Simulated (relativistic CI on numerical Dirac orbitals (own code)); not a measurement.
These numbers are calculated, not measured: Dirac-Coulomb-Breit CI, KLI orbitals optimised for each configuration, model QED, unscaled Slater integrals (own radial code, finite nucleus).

Configuration list (outside the closed core 1s2): 2s2, 2s.2p, 2p2, 2p.3s, 2p.3p, 2s.3s, 2s.3p, 2s.3d, 2s.4s, 2s.4p, 2s.4d, 2s.4f, 2s.5s, 3s2, 2s.5p, 2s.5d, 2s.5f, 2s.5g, 3s.3p, 3p2. Levels of other configurations are missing.

At this charge energies of transitions that change n are usually good to better than 1 %, and those within a shell (Δn = 0) to a few per cent.

Outline of the computed level scheme of I L. Lowest level of each configuration: 2s2 1S_0 at 0.00 eV; 2s.2p 3P°_0 at 101.95 eV; 2p2 3P_0 at 295.18 eV; 2s.3s 3S_1 at 5193.04 eV; 2s.3p 3P°_0 at 5242.97 eV; 2p.3s 3P°_1 at 5316.87 eV; 2p.3p 3D_1 at 5348.45 eV; 2s.3d 3D_2 at 5369.47 eV; 2s.4s 3S_1 at 6979.92 eV.

Some strong electric-dipole decays among the lowest 36 levels: 2s.3d 3D_3 → 2s.2p 3P°_2 (4.4e+14 s⁻¹); 2s.3d 3D_2 → 2s.2p 3P°_1 (3.8e+14 s⁻¹); 2s.3d 1D_2 → 2s.2p 1P°_1 (3.7e+14 s⁻¹); 2p.3p 3D_1 → 2s.2p 3P°_1 (2.1e+14 s⁻¹); 2p.3p 3D_1 → 2s.2p 3P°_0 (2.1e+14 s⁻¹); 2p.3p 3P_0 → 2s.2p 3P°_1 (1.7e+14 s⁻¹); 2p.3p 1S_0 → 2s.2p 1P°_1 (1.4e+14 s⁻¹); 2s.3p 1P°_1 → 2s2 1S_0 (1.4e+14 s⁻¹).

LS names give the leading component of a level, which can be under half, so a name can repeat, a term be missing and a line seem to break the LS rules.
